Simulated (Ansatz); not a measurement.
Harmonic frequencies (cm⁻¹) at PBE0-D4/def2-TZVP from Ansatz: 67, 92, 117, 128, 138, 224, 289, 424, 443.

(1) Which molecule is it?
A. `[Cl][Ge]([Cl])([I])[I]`
B. `[F][Ge]([F])([F])[I]`
C. `C=[CH][GeH]([Cl])[Cl]`
D. `[CH3][Ge]([F])([F])[Cl]`

Results:

(1) A.
